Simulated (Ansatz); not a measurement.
Program: Ansatz. Geometries: PBE0-D4/def2-TZVP. ΔE: electronic, gas phase. CCSD(T)/CBS is the MP2 limit (def2-TZVPP, def2-QZVPP) plus CCSD(T) − MP2 in def2-TZVPP, frozen cores. DFT in def2-TZVPP. B3LYP here is the variant with VWN-RPA as its local correlation; programs differ in this. HSE06 is defined as in plane-wave codes. def2 core potentials past Kr. For Hf, Se outer-core shells are correlated without core-valence functions, which leaves a few kJ/mol of doubt a bond. Scalar relativity is left out up to krypton. Each species was taken in one conformer, which may not be the lowest.

Consider the redistribution: `NB(O)[SeH]` + `C[N](C)[Hf]([F])([Cl])[Cl]` → `C[N](C)[Hf]([F])([Cl])[SeH]` + `NB(O)Cl`.

| level | ΔE (kJ/mol) | difference from CCSD(T)/CBS |
| --- | --- | --- |
| revPBE-D4 | 9.8 | 0.0 |
| B3LYP-D4 | 10.7 | 0.9 |
| HSE06-D4 | 8.2 | -1.6 |
| BHLYP-D4 | 11.2 | 1.4 |
| ωB97X-V | 13.2 | 3.4 |
| ωB97M-V | 10.4 | 0.6 |
| PBE-QIDH | 8.2 | -1.6 |
| r2SCAN0 | 9.5 | -0.3 |
| HSE06 | 8.6 | -1.2 |
| LC-ωPBE | 13.3 | 3.5 |
| RPA@PBE/def2-TZVPP | 9.5 | -0.3 |
| HF/def2-SVP | 16.0 | 6.2 |
| CCSD/def2-SVP | 7.1 | -2.7 |
| MP2/def2-TZVPP | 6.9 | -2.9 |
| HF/CBS(def2) | 15.3 | 5.5 |
| CCSD/CBS(def2) | 11.5 | 1.7 |
| CCSD(T)/CBS | 9.8 | 0 |

Largest T1 diagnostic among the species: 0.014.

Leaving LDA and LC-ωPBE aside and taking each functional with its dispersion term where it has one, the values, not all of them listed here, spread over 5.9 kJ/mol, from PBE-D4 to B97M-V. LDA lies −3.3 kJ/mol from PBE without D4. At CCSD(T), def2-SVP lies −4.0 kJ/mol from the extrapolated value and def2-TZVPP −1.0 kJ/mol.
